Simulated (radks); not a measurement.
Q: These are the eigenvalues of the occupied orbitals of an atom or ion with whole-number occupations (hartree). Calculated with a radial shooting solver on a logarithmic mesh with Libxc functionals: scalar-relativistic Kohn-Sham, PBE, spin-polarised, spherical densities, finite nucleus; Fermi nuclear charge, rms radius of each element as measured or else 0.836 A^(1/3) + 0.57 fm.

| orbital | eigenvalue |
|---|---|
| 1s up | -1.90146 |
| 1s down | -1.89315 |
| 2s up | -0.11863 |

Which element is it, and in what charge state? The configuration may be excited. Open shells, if any, are filled with parallel spins first.

A: Z = 3, lithium, charge 0: Li in [He] 2s1. The list shows which subshells hold electrons but not how many an open one holds; the 1s level, -1.9015 hartree, gives Z - s = 2.0 by -(Z - s)^2/2, which with screening and relativity narrows Z to a few neighbours, and the depths of the outer levels then fix element, charge and occupations together.
